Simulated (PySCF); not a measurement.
B3LYP has the VWN-RPA correlation part, as in Gaussian. Delta-SCF ions had no search for a lower state. Excitations are Tamm–Dancoff values on a coarser integration grid. The basis has no diffuse functions, so Rydberg states are missing or too high.

**CH5NSi2, SMILES `C1=N[SiH2][SiH2]1` (charge 0, multiplicity 1)**

Level of theory: PySCF with B3LYP-D3(BJ)/def2-TZVP.

- HOMO: -6.57 eV
- dipole moment: 1.68 D
- HOMO–LUMO gap: 5.13 eV
- LUMO: -1.44 eV
- S1 excitation (TDA): 3.62 eV
- S1 oscillator strength: 0.000
- T1 excitation (TDA): 2.87 eV
- S1–T1 gap (TDA): 0.75 eV
- vertical ionisation energy (Delta-SCF): 8.78 eV
- total energy: -674.9199 Ha
- cost: about 2.5 core-minutes (a rough figure)

```xyz
9

C     -0.3495     1.2821     0.1442
N      0.9204     1.1611     0.3078
Si     1.2184    -0.5973     0.0840
Si    -1.0995    -0.4504    -0.2257
H     -0.8146     2.2719     0.2276
H      1.7850    -1.2301     1.2985
H      2.1224    -0.8730    -1.0576
H     -2.0598    -0.9604     0.7868
H     -1.7229    -0.6039    -1.5656
```
